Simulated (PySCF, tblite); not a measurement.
Isomers of C4H3F2S (doublet state), one GFN2-xTB conformer each. Single-point energies are computed at B3LYP/pcH-1 (PySCF, gas phase, no added dispersion term), electronic only. GFN2-xTB treats the open shell by occupation alone, and not every SCF solution was tested for stability.

**Question.** Rank them by B3LYP/pcH-1 energy, lowest first (kcal/mol).
A. `F[C]1C=CS[C@@H]1F` [radical]
B. `FC1=C(F)S[CH]C1` [radical]
C. `FC1=C(F)SC[CH]1` [radical]
D. `F[C]1[C@@H](C=CS1)F` [radical]

**Answer.** A (0.0), C (5.4), D (13.2), B (16.8).

Neighbours under 5.0 kcal/mol apart (F[C]1SC=C[C@H]1F and FC1=C(F)S[CH]C1) can change places with a better method, another conformer or zero-point energy. GFN2-xTB itself gives, in the same order: 0.5, 0.0, 12.7, 12.5. GFN2-xTB puts FC1=C(F)SC[CH]1 lowest instead; measured from each level's own lowest isomer, the values differ by up to 5.4 kcal/mol (FC1=C(F)SC[CH]1: 0.0 against 5.4).

**Question.** What happens when harmonic zero-point energies from GFN2-xTB frequencies are added?

**Answer.** 
```tsv
SMILES	ZPE (kcal/mol)	electronic (kcal/mol)	with ZPE (kcal/mol)
F[C]1C=CS[C@@H]1F	36.7	0.0	0.0
FC1=C(F)SC[CH]1	36.7	5.4	5.4
F[C]1SC=C[C@H]1F	36.5	13.2	13.1
FC1=C(F)S[CH]C1	36.1	16.8	16.2
```

The zero-point energies span 0.6 kcal/mol. The order is unchanged.
